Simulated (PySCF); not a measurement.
C6H7ClSSi.
InChI=1S/C6H7ClSSi/c7-5-1-3-6(8-9)4-2-5/h1-4H,9H3

Computed with PySCF at CAM-B3LYP/def2-SVPD, non-relativistic, on one gas-phase PBE0-D3(BJ)/def2-SVP geometry that isn't relaxed in the solvent. The solvent is an IEF-PCM continuum (van der Waals radii × 1.2), and excitations are vertical TDDFT with non-equilibrium linear response and a frozen core. The model holds no explicit solvent molecules, cavitation or dispersion.

Gas-phase singlets (H = HOMO, L = LUMO):

```json
{"state": "S1", "E (eV)": "4.851", "λ (nm)": "256", "f": "0.008", "leading configuration": "H→L 51%"}
{"state": "S2", "E (eV)": "5.251", "λ (nm)": "236", "f": "0.373", "leading configuration": "H→L+1 57%"}
{"state": "S3", "E (eV)": "5.385", "λ (nm)": "230", "f": "0.006", "leading configuration": "H→L+2 62%"}
{"state": "S4", "E (eV)": "5.944", "λ (nm)": "209", "f": "0.008", "leading configuration": "H→L+4 57%"}
{"state": "S5", "E (eV)": "6.208", "λ (nm)": "200", "f": "0.000", "leading configuration": "H→L+3 72%"}
```

**Question.** What are the lowest 5 singlets in benzene (ε = 2.271)?

**Answer.** 
```tsv
state	E (eV)	λ (nm)	f	leading configuration	change by rank (eV)
S1	4.869	255	0.013	H→L+1 76%	+0.018
S2	5.181	239	0.521	H→L 86%	-0.070
S3	5.429	228	0.006	H→L+2 63%	+0.044
S4	5.974	208	0.012	H→L+4 41%	+0.030
S5	6.256	198	0.003	H→L+3 53%	+0.048
```

**Question.** Give the list for tetrahydrofuran (ε = 7.426), n² = 1.97.

**Answer.** 
| state | E (eV) | λ (nm) | f | leading configuration | change by rank (eV) |
| --- | --- | --- | --- | --- | --- |
| S1 | 4.897 | 253 | 0.011 | H→L+1 79% | +0.046 |
| S2 | 5.211 | 238 | 0.498 | H→L 91% | -0.040 |
| S3 | 5.481 | 226 | 0.005 | H→L+2 64% | +0.096 |
| S4 | 6.012 | 206 | 0.013 | H→L+3 45% | +0.068 |
| S5 | 6.309 | 197 | 0.017 | H→L+4 40% | +0.101 |

**Question.** The ground-state energy changes by -0.125 eV from gas to tetrahydrofuran. By how much does the total energy of gas-phase S1 change?

**Answer.** E(S1) = E(S0) + excitation energy, so it changes by -0.125 + 0.046 = -0.079 eV: it is lowered less than the ground state, which is what a blue shift means. This is the vertical state, with the slow part of the continuum still set for S0.

**Question.** How do the frontier levels move from gas to tetrahydrofuran?

**Answer.** 
| orbital | gas (eV) | solvent (eV) | change (eV) |
| --- | --- | --- | --- |
| LUMO+2 | 0.71 | 0.89 | +0.18 |
| LUMO+1 | 0.21 | 0.32 | +0.11 |
| LUMO | 0.20 | 0.27 | +0.07 |
| HOMO | -7.71 | -7.68 | +0.03 |
| HOMO-1 | -9.16 | -9.05 | +0.11 |
| HOMO-2 | -9.65 | -9.64 | +0.01 |
| HOMO-3 | -10.46 | -10.40 | +0.06 |

The HOMO–LUMO gap goes from 7.91 to 7.96 eV. Rows go by rank; for HOMO-3, LUMO and LUMO+1 the atom shares or the degeneracy differ between the runs, so the row needn't follow one orbital.

The values belong to the conformer `[SiH3:1][S:2][c:3]1[cH:4][cH:5][c:6]([Cl:7])[cH:8][cH:9]1`: Si1–S2–C3–C4 -3°.
